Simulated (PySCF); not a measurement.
A calculated (PBE, PySCF 2.14, def2-SVP, no relativity, point nucleus) atom or ion has these occupied shells.

| shell | electrons | orbital energy (eV) | rms radius, mean of both spins (bohr) |
| --- | --- | --- | --- |
| 1s α | 1 | -1790.7 | 0.129 |
| 1s β | 1 | -1790.6 | 0.129 |
| 2s α | 1 | -148.35 | 0.621 |
| 2s β | 1 | -148.25 | 0.621 |
| 2p α | 3 | -105.24 | 0.604 |
| 2p β | 3 | -105.12 | 0.604 |
| 3s α | 1 | -19.257 | 2.22 |
| 3s β | 1 | -18.375 | 2.22 |
| 3p α | 1 | -12.215 | 2.69 |

Q: Name the element and its charge.

A: Si⁺ (silicon, charge +1), in [Ne] 3s2 3p1, 2P determinant.
